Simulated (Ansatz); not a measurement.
## Strength of the N–Ga bond: C3H12GaN → GaH(CH3)2 + CH5N

Species: C3H12GaN `C[NH2+][GaH-]([CH3])[CH3]`, singlet; GaH(CH3)2, singlet; CH5N (methylamine) `CN`, singlet. 

Shapes, held fixed at every level: PBE0-D4/def2-TZVP. Flexible molecules stand in one conformer, not always the lowest. Programs: Ansatz 0.2.0. Electronic energies: no zero-point or thermal term.

| level | kind | ΔE (kJ/mol) |
| --- | --- | --- |
| HF/def2-SVP | Hartree–Fock | +82.5 |
| PBE-D4/def2-TZVPP | GGA | +95.6 |
| B3LYP-D4/def2-TZVPP | global hybrid | +94.8 |
| BHLYP-D4/def2-TZVPP | global hybrid | +100.0 |
| PBE0-D4/def2-TZVPP | global hybrid | +99.1 |
| r2SCAN0-D4/def2-TZVPP | global hybrid | +103.5 |
| wB97M-V/def2-TZVPP | range-separated hybrid | +97.9 |
| MP2/def2-TZVPP | perturbation theory | +107.5 |

MP2/def2-TZVPP gives ΔE = +107.5 kJ/mol; the levels span +82.5 to +107.5. Both fragments are taken as closed shells, so no electrons are unpaired. The median of the levels is +98.5. No measured value is set beside it here. Relativity is left out for Ga. Outer-core shells of Ga are correlated, in sets that cover them unevenly. MP2/def2-TZVPP lies outside the range of all other levels here, so it shouldn't be taken on trust.
